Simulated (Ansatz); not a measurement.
Relaxation of ClGeH3O2 (7 atoms, charge 0, multiplicity 1), to a largest force component of 0.02 eV/Å in at most 40 steps.

Computed with Ansatz 0.2.0, RKS CAM-B3LYP-D4/def2-SVP.

```xyz
7
Properties=species:S:1:pos:R:3
Ge 0.000 0.000 0.000
H 0.000 0.000 1.550
O 1.669 0.000 -0.589
H 1.986 -0.952 -0.706
O -0.834 1.444 -0.589
H -1.792 1.214 -0.812
Cl -1.046 -1.812 -0.739
```

Problem. Where does it end, and by what steps?

Solution. The run converged. After 16 steps the energy has fallen by 0.259 eV; H6 moved furthest, 0.88 Å.

| step | energy less start (eV) | largest force component (eV/Å) | accepted |
| --- | --- | --- | --- |
| 0 | 0.0000 | 1.879 | yes |
| 1 | -0.1314 | 0.627 | yes |
| 2 | -0.1604 | 0.313 | yes |
| 3 | -0.1777 | 0.170 | yes |
| 4 | -0.1801 | 0.393 | yes |
| 5 | -0.2165 | 0.239 | yes |
| 6 | -0.2446 | 0.249 | yes |
| 7 | -0.2442 | 0.323 | no |
| 8 | -0.2488 | 0.189 | yes |
| 9 | -0.2558 | 0.080 | yes |
| 10 | -0.2567 | 0.235 | yes |
| 11 | -0.2564 | 0.247 | no |
| 12 | -0.2586 | 0.212 | yes |
| 13 | -0.2584 | 0.174 | no |
| 14 | -0.2591 | 0.021 | yes |
| 15 | -0.2592 | 0.033 | yes |
| 16 | -0.2592 | 0.003 | yes |

```xyz
7
Properties=species:S:1:pos:R:3
Ge -0.097 -0.084 0.178
H -0.017 -0.042 1.694
O 1.458 0.059 -0.631
H 1.750 -0.759 -1.052
O -1.106 1.253 -0.324
H -1.076 1.434 -1.272
Cl -0.927 -1.967 -0.479
```

Whether the end is a true minimum wasn't checked by a vibrational analysis.

The run took 39 s on 2 threads of Arm Neoverse V2, with other jobs on the host, peak memory 0.23 GiB.
